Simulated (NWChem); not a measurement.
System: Bi, quartet

Parts of the log:

```
             Northwest Computational Chemistry Package (NWChem) 7.3.0
             --------------------------------------------------------

                             Geometry "geometry" -> ""
                             -------------------------

 Output coordinates in angstroms (scale by  1.889725989 to convert to a.u.)

  No.       Tag          Charge          X              Y              Z
 ---- ---------------- ---------- -------------- -------------- --------------
    1 Bi                  83.0000     0.00000000     0.00000000     0.00000000

 Effective nuclear repulsion energy (a.u.)       0.0000000000

                                 NWChem DFT Module
                                 -----------------

 Summary of "ao basis" -> "ao basis" (spherical)
 ------------------------------------------------------------------------------
       Tag                 Description            Shells   Functions and Types
 ---------------- ------------------------------  ------  ---------------------
 Bi                         def2-svp                10       26   4s4p2d

            General Information
            -------------------
          SCF calculation type: DFT
          Wavefunction type:  spin polarized.
          No. of atoms     :     1
          No. of electrons :    23
           Alpha electrons :    13
            Beta electrons :    10
          Charge           :     0
          Spin multiplicity:     4
          Use of symmetry is: off; symmetry adaption is: off
          Maximum number of iterations: 150
          AO basis - number of functions:    26
                     number of shells:    10
          Convergence on energy requested:  1.00D-06
          Convergence on density requested:  1.00D-05
          Convergence on gradient requested:  5.00D-04

              XC Information
              --------------
                         B3LYP Method XC Potential
                     Hartree-Fock (Exact) Exchange  0.200
                        Slater Exchange Functional  0.800 local
                    Becke 1988 Exchange Functional  0.720 non-local
              Lee-Yang-Parr Correlation Functional  0.810
                  VWN I RPA Correlation Functional  0.190 local

             Grid Information
             ----------------
          Grid used for XC integration:  medium
          Radial quadrature: Mura-Knowles
          Angular quadrature: Lebedev.
          Tag              B.-S. Rad. Rad. Pts. Rad. Cut. Ang. Pts.
          ---              ---------- --------- --------- ---------
          Bi                  1.60      123           6.0       590
          Grid pruning is: on
          Number of quadrature shells:   123
          Spatial weights used:  Erf1

      Superposition of Atomic Density Guess
      -------------------------------------

 Sum of atomic energies:        -245.41901263

      Non-variational initial energy
      ------------------------------

 Total energy =    -213.315096
 1-e energy   =    -372.769332
 2-e energy   =     159.454235
 HOMO         =      -0.137430
 LUMO         =      -0.137430

     ---------------------------------------------
      Total Density - Mulliken Population Analysis
     ---------------------------------------------

    Atom       Charge   Shell Charges
 -----------   ------   -------------------------------------------------------
    1 Bi  23    23.00   2.92 -0.87  1.23  0.72  4.70  1.28  1.20  1.82  9.76  0.24

     --------------------------------------------
      Spin Density - Mulliken Population Analysis
     --------------------------------------------

    Atom       Charge   Shell Charges
 -----------   ------   -------------------------------------------------------
    1 Bi  23     3.00   0.00  0.00  0.00  0.00 -0.03  0.06  1.15  1.82  0.00  0.00

   convergence    iter        energy       DeltaE   RMS-Dens  Diis-err
 ---------------- ----- ----------------- --------- --------- ---------
 d= 0,ls=0.0,diis     1   -214.6672957790 -2.15D+02  1.61D-02  1.76D-02
                                                     1.36D-02  1.15D-02
 d= 0,ls=0.0,diis     2   -214.6788668316 -1.16D-02  3.87D-03  2.20D-03
                                                     3.43D-03  1.13D-03
 d= 0,ls=0.0,diis     3   -214.6797356436 -8.69D-04  8.72D-04  3.11D-04
                                                     6.90D-04  2.87D-04
 d= 0,ls=0.0,diis     4   -214.6798565340 -1.21D-04  7.45D-05  8.33D-07
                                                     4.75D-05  9.28D-07
 d= 0,ls=0.0,diis     5   -214.6798570756 -5.42D-07  1.12D-06  8.35D-10
                                                     3.00D-06  3.08D-10

         Total DFT energy =     -214.679857075567
      One electron energy =     -373.080563210067
           Coulomb energy =      175.626119352331
    Exchange-Corr. energy =      -17.225413217832
 Nuclear repulsion energy =        0.000000000000

 Numeric. integr. density =       23.000000202909

                    DFT Final Alpha Molecular Orbital Analysis
                    ------------------------------------------

 Vector   11  Occ=1.000000D+00  E=-2.130689D-01
              MO Center= -7.5D-15, -6.6D-15, -4.6D-15, r^2= 2.8D+00
   Bfn.  Coefficient  Atom+Function         Bfn.  Coefficient  Atom+Function
  ----- ------------  ---------------      ----- ------------  ---------------
    13      0.346589  1 Bi pz                11      0.343492  1 Bi px
    12      0.339160  1 Bi py                16      0.328410  1 Bi pz
    14      0.325474  1 Bi px                15      0.321370  1 Bi py
     7     -0.171007  1 Bi pz                 5     -0.169479  1 Bi px
     6     -0.167342  1 Bi py                10     -0.078478  1 Bi pz

 Vector   12  Occ=1.000000D+00  E=-2.130689D-01
              MO Center=  3.9D-14, -2.0D-14,  3.8D-14, r^2= 2.8D+00
   Bfn.  Coefficient  Atom+Function         Bfn.  Coefficient  Atom+Function
  ----- ------------  ---------------      ----- ------------  ---------------
    12      0.486427  1 Bi py                15      0.460912  1 Bi py
    11     -0.271484  1 Bi px                14     -0.257244  1 Bi px
     6     -0.240003  1 Bi py                13     -0.206942  1 Bi pz
    16     -0.196088  1 Bi pz                 5      0.133950  1 Bi px
     9     -0.110142  1 Bi py                 7      0.102105  1 Bi pz

 Vector   13  Occ=1.000000D+00  E=-2.130689D-01
              MO Center=  9.8D-15,  1.4D-14,  1.1D-14, r^2= 2.8D+00
   Bfn.  Coefficient  Atom+Function         Bfn.  Coefficient  Atom+Function
  ----- ------------  ---------------      ----- ------------  ---------------
    13     -0.436109  1 Bi pz                16     -0.413233  1 Bi pz
    11      0.401808  1 Bi px                14      0.380732  1 Bi px
     7      0.215176  1 Bi pz                 5     -0.198252  1 Bi px
    10      0.098748  1 Bi pz                 8     -0.090982  1 Bi px
    12      0.038722  1 Bi py                15      0.036691  1 Bi py

 Vector   14  Occ=0.000000D+00  E= 1.767863D-01
              MO Center=  2.9D-14,  4.9D-14,  4.5D-14, r^2= 4.0D+00
   Bfn.  Coefficient  Atom+Function         Bfn.  Coefficient  Atom+Function
  ----- ------------  ---------------      ----- ------------  ---------------
     3      2.348355  1 Bi s                  4     -2.055498  1 Bi s
     1     -0.584052  1 Bi s                  2     -0.200214  1 Bi s

 Vector   15  Occ=0.000000D+00  E= 2.709200D-01
              MO Center= -2.2D-14,  3.1D-15, -2.3D-14, r^2= 4.8D+00
   Bfn.  Coefficient  Atom+Function         Bfn.  Coefficient  Atom+Function
  ----- ------------  ---------------      ----- ------------  ---------------
    13      1.141218  1 Bi pz                16     -1.013720  1 Bi pz
    12     -0.928003  1 Bi py                15      0.824326  1 Bi py
     7     -0.285648  1 Bi pz                11     -0.243519  1 Bi px
     6      0.232280  1 Bi py                14      0.216313  1 Bi px
    10     -0.134991  1 Bi pz                 9      0.109770  1 Bi py

 Vector   16  Occ=0.000000D+00  E= 2.709200D-01
              MO Center= -3.7D-14, -4.8D-14, -5.3D-14, r^2= 4.8D+00
   Bfn.  Coefficient  Atom+Function         Bfn.  Coefficient  Atom+Function
  ----- ------------  ---------------      ----- ------------  ---------------
    13      0.873282  1 Bi pz                11      0.860878  1 Bi px
    12      0.848020  1 Bi py                16     -0.775718  1 Bi pz
    14     -0.764700  1 Bi px                15     -0.753278  1 Bi py
     7     -0.218583  1 Bi pz                 5     -0.215478  1 Bi px
     6     -0.212260  1 Bi py                10     -0.103297  1 Bi pz

                     DFT Final Beta Molecular Orbital Analysis
                     -----------------------------------------

 Vector    8  Occ=1.000000D+00  E=-1.045808D+00
              MO Center=  6.0D-16,  5.2D-16,  4.9D-17, r^2= 4.9D-01
   Bfn.  Coefficient  Atom+Function         Bfn.  Coefficient  Atom+Function
  ----- ------------  ---------------      ----- ------------  ---------------
    21      0.970495  1 Bi d  2              20     -0.071047  1 Bi d  1
    17     -0.064978  1 Bi d -2              26      0.056806  1 Bi d  2

 Vector    9  Occ=1.000000D+00  E=-1.045808D+00
              MO Center=  4.6D-16, -3.6D-16, -2.1D-16, r^2= 4.9D-01
   Bfn.  Coefficient  Atom+Function         Bfn.  Coefficient  Atom+Function
  ----- ------------  ---------------      ----- ------------  ---------------
    19      0.966813  1 Bi d  0              18      0.104220  1 Bi d -1
    20      0.060995  1 Bi d  1              24      0.056590  1 Bi d  0
    17     -0.046468  1 Bi d -2

[...]
```

Level: B3LYP/def2-SVP with def2 effective core potentials on Bi, spin-unrestricted. No stability test was run on the SCF state. B3LYP is NWChem's, with the RPA form of VWN correlation. def2 effective core potentials on Bi; no spin-orbit coupling.

Task: Which NWChem input produces such a log?

Result: One answer among several that fit: the input that was run:
```
start job
memory heap 200 mb stack 900 mb global 1100 mb
geometry units angstroms noautoz
  Bi     0.000000     0.000000     0.000000
end
basis spherical
  Bi library def2-svp
end
ecp
  Bi library def2-ecp
end
dft
  odft
  mult 4
  xc b3lyp
  iterations 150
  mulliken
end
task dft energy
```
